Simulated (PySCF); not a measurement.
## Unknown compound

Molecular formula: C5H11NO. Simulated spectra:

¹H NMR (400 MHz, computed): δ 4.90 (br, 1H), 4.55 (br, 1H), 1.14 (s, 9H).

¹³C{¹H} NMR (computed): δ 179.2 (C), 39.5 (C), 30.0 (CH3).

One conformer, non-relativistic, gas phase, equivalent nuclei averaged. Structure optimised with GFN2-xTB; PBE0/pcSseg-1 with gauge-including orbitals; PySCF.

Shifts are taken against calculated references (same method and geometry level): ¹H (σref 31.72) and ¹³C (σref 186.93) against TMS.

Propose a structure and justify it.

Answers


- The formula gives 1 degree of unsaturation (no ring in the answer).
- 3 carbon signals for 5 carbons: some carbons are equivalent by symmetry or fast rotation.
- Carbon types of the structure: 2 × C, 3 × CH3, leaving 2 H on heteroatoms.
- δC 179.2: amide carbonyl carbon; it is a carbonyl in resonance with an O or N lone pair, the region of acids, esters and amides.
- δC 39.5: quaternary sp3 carbon α to a carbonyl; the adjacent C=O deshields it moderately.
- δC 30.0: methyl carbon; a saturated carbon with 1 carbon neighbour and no heteroatom attached.
- δH 4.90, 4.55: hydrogen on an amide-type nitrogen; labile proton, position sensitive to the medium.
- δH 1.14: hydrogen on a methyl carbon.

Structure: SMILES CC(C)(C)C(N)=O.

The data come from this structure; uniqueness wasn't tested.

OH and NH positions are those of a molecule without intermolecular hydrogen bonds; in solution they move with solvent, concentration and temperature, and exchange usually removes their couplings. Rotation about the amide-type C–N bond is slow at room temperature, so the two groups on nitrogen are listed apart. Shifts are as computed. Against solution values, carbons near 30 ppm lie about +3 ppm off and those near 130 ppm about +5 ppm. Of 246 compounds with measured shifts, 49 miss one by over three times the rms of a fit or turn the order of signals round; such compounds aren't used in these exercises. Hydrogen bonding in solution deshields acid and N–H amide carbonyl carbons by as much as 10 ppm beyond these values.
